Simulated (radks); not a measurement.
Ionisation of neutral antimony, [Kr] 4d10 5s2 5p3, to [Kr] 4d10 5s2 5p2 as the strength of local exchange is varied. Calculated with a radial shooting solver on a logarithmic mesh with Libxc functionals: scalar-relativistic Kohn-Sham, Slater X-alpha exchange (alpha = 2/3 is LDA exchange), no correlation, spin-polarised, spherical densities, finite nucleus; open shells are filled with parallel spins first (spin-orbit coupling, left out, can overturn this in heavy ions); Fermi nuclear charge, rms radius 4.6802 fm.

| alpha | E(Sb) (hartree) | exchange (hartree) | IE (eV) | -e of the level emptied (eV) | <r> of it (bohr) |
|---|---|---|---|---|---|
| 0.614 | -6458.34370 | -146.80898 | 7.753 | 4.365 (5p) | 2.985 |
| 0.64 | -6464.57799 | -153.17037 | 7.996 | 4.582 (5p) | 2.958 |
| 0.667 | -6471.05831 | -159.78880 | 8.252 | 4.812 (5p) | 2.931 |
| 0.759 | -6493.18710 | -182.43507 | 9.150 | 5.625 (5p) | 2.844 |
| 0.835 | -6511.52301 | -201.25304 | 9.922 | 6.333 (5p) | 2.779 |
| 0.94 | -6536.93815 | -227.41525 | 11.032 | 7.362 (5p) | 2.696 |
| 0.957 | -6541.06199 | -231.66889 | 11.217 | 7.534 (5p) | 2.683 |
| 0.985 | -6547.85967 | -238.68570 | 11.523 | 7.821 (5p) | 2.662 |

NIST Atomic Spectra Database: 8.608 eV (measured). The Delta-SCF value meets it near alpha = 0.70. Open shells are spherical and high-spin; term and fine-structure splittings are not resolved. Spin-orbit splitting is averaged out at the scalar-relativistic level.
